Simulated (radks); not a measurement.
Spherical quantum dot in the effective-mass picture: electrons in a parabolic well V = omega^2 r^2 / 2 with omega = 0.198, with a point charge +1 (a donor) at the centre, all in effective atomic units (hartree* = m*/eps^2 hartree, bohr* = eps/m* bohr), one dielectric constant everywhere. Calculated with a radial shooting solver with Libxc functionals: non-relativistic Kohn-Sham, exchange-only LDA, spin-polarised, spherical densities. Levels are named by radial order and angular momentum (1s, 1p, 1d, 2s, ...), and open shells are averaged over m. Each electron was tried in the lowest free levels, single moves between levels near the top were tried too, and the lowest total energy was kept; such a search can miss a lower state. At N = 1 the Hartree and exchange-correlation terms need not cancel, so that row can carry a self-interaction error.

| N | open shells | 2S | E (hartree*) | mu = E(N) - E(N-1) (hartree*) | addition energy mu(N+1) - mu(N) (hartree*) | e(HOMO) (hartree*) | rms radius (bohr*) |
|---|---|---|---|---|---|---|---|
| 1 | 1s(up 1, down 0) | 1 | -0.400118 | -0.40012 | 0.5870 | -0.16331 | 1.597 |
| 2 | none | 0 | -0.213268 | 0.18685 | 0.5656 | 0.33802 | 2.041 |
| 3 | 1p(up 1, down 0) | 1 | 0.539137 | 0.75241 | 0.1971 | 0.84986 | 2.818 |
| 4 | 1p(up 2, down 0) | 2 | 1.48862 | 0.94949 | 0.1958 | 1.0485 | 3.253 |
| 5 | 1p(up 3, down 0) | 3 | 2.63395 | 1.1453 | 0.2487 | 1.2409 | 3.574 |
| 6 | 1p(up 3, down 0) 2s(up 1, down 0) | 4 | 4.02796 | 1.3940 | 0.1957 | 1.4802 | 3.898 |
| 7 | 1p(up 3, down 2) | 1 | 5.61770 | 1.5897 | 0.1416 | 1.6506 | 4.094 |
| 8 | none | 0 | 7.34904 | 1.7313 | 0.1886 | 1.8117 | 4.303 |
| 9 | 2s(up 1, down 0) | 1 | 9.26897 | 1.9199 | 0.1837 | 1.9953 | 4.519 |
| 10 | none | 0 | 11.3726 | 2.1037 | 0.1938 | 2.1794 | 4.716 |
| 11 | 1d(up 1, down 0) | 1 | 13.6701 | 2.2975 | 0.1396 | 2.3675 | 4.898 |
| 12 | 1d(up 2, down 0) | 2 | 16.1072 | 2.4371 | 0.1378 | 2.5063 | 5.064 |
| 13 | 1d(up 3, down 0) | 3 | 18.6821 | 2.5749 | 0.1359 | 2.6432 | 5.216 |
| 14 | 1d(up 4, down 0) | 4 | 21.3928 | 2.7107 | 0.1338 | 2.7780 | 5.358 |
| 15 | 1d(up 5, down 0) | 5 | 24.2374 | 2.8446 | 0.1769 | 2.9108 | 5.491 |
| 16 | 1d(up 5, down 1) | 4 | 27.2589 | 3.0215 | 0.1242 | 3.0837 | 5.621 |
| 17 | 1d(up 5, down 2) | 3 | 30.4046 | 3.1458 | 0.1235 | 3.2077 | 5.743 |
| 18 | 1d(up 5, down 3) | 2 | 33.6739 | 3.2693 | 0.1225 | 3.3307 | 5.859 |
| 19 | 1d(up 5, down 4) | 1 | 37.0656 | 3.3917 | 0.1212 | 3.4526 | 5.970 |
| 20 | none | 0 | 40.5786 | 3.5130 | 0.1979 | 3.5732 | 6.077 |
| 21 | 1f(up 1, down 0) | 1 | 44.2895 | 3.7109 | 0.1148 | 3.7685 | 6.189 |
| 22 | 1f(up 2, down 0) | 2 | 48.1152 | 3.8257 | 0.1138 | 3.8828 | 6.296 |
| 23 | 1f(up 3, down 0) | 3 | 52.0547 | 3.9395 | 0.1128 | 3.9961 | 6.398 |
| 24 | 1f(up 4, down 0) | 4 | 56.1070 | 4.0523 | 0.1118 | 4.1084 | 6.497 |
| 25 | 1f(up 5, down 0) | 5 | 60.2712 | 4.1642 | 0.1108 | 4.2197 | 6.591 |
| 26 | 1f(up 6, down 0) | 6 | 64.5461 | 4.2749 | 0.1098 | 4.3300 | 6.683 |
| 27 | 1f(up 7, down 0) | 7 | 68.9308 | 4.3847 | 0.1474 | 4.4393 | 6.771 |
| 28 | 1f(up 7, down 1) | 6 | 73.4630 | 4.5321 | 0.1050 | 4.5847 | 6.859 |
| 29 | 1f(up 7, down 2) | 5 | 78.1001 | 4.6371 | 0.1044 | 4.6894 | 6.943 |
| 30 | 1f(up 7, down 3) | 4 | 82.8416 | 4.7416 | 0.1038 | 4.7936 | 7.025 |
| 31 | 1f(up 7, down 4) | 3 | 87.6870 | 4.8454 | - | 4.8971 | 7.105 |

All shells are closed at N = 2, 8, 10, 20 (there: 1s2 1p6 1d10 2s2); the second difference of the energy has clear peaks (12 % above both neighbours; the first and last values, which can be the largest, are not judged, and half-filled shells can peak too) at N = 5, 15, 20, 27.
